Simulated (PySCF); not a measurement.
Mo(O)2(OH) (HMoO3), SMILES [O]=[Mo](=[O])[OH] (connectivity only; charge and spin as stated), neutral, multiplicity 2. Atoms are numbered in the order given.

```xyz
5

Mo     0.0000     0.0000     0.0417
O      0.0000     1.4151     0.9740
O      0.0000    -1.4151     0.9740
O      0.0000     0.0000    -1.8191
H      0.0000     0.0000    -2.7807
```
Charge 0, spin multiplicity 2.

Geometry optimised at B3LYP-D3(BJ)/def2-SVP. The geometry has at least one imaginary mode, so it is a saddle point at that level. The spin state was assumed, not searched. The isomer is the one that the SMILES or the coordinates give; other isomers of the formula were not compared. The def2 effective core potentials stand for the cores of Mo; spin–orbit coupling is left out. Other conformers were not sampled.

These are M06-2X/def2-TZVPD in PySCF values and carry that method's errors.

Mulliken values depend strongly on the basis, most of all with diffuse functions as here. ESP charges are fitted to the potential on shells at 1.4 to 2.0 van der Waals radii. Atomic charges (e):

```
atom  Mulliken  ESP fit  Mulliken spin
----  --------  -------  -------------
Mo1       2.16      [?]           1.08
O2       -0.78      [?]          -0.02
O3       -0.78      [?]          -0.02
O4       -0.92      [?]          -0.05
H5        0.33      [?]           0.01
```

Problem. Some entries are withheld; supply them. (The exact figures need the calculation; the answer reports its results.)

Solution. 
- Mo1, ESP fit: 1.21
- O2, ESP fit: -0.47
- O3, ESP fit: -0.47
- O4, ESP fit: -0.76
- H5, ESP fit: 0.48
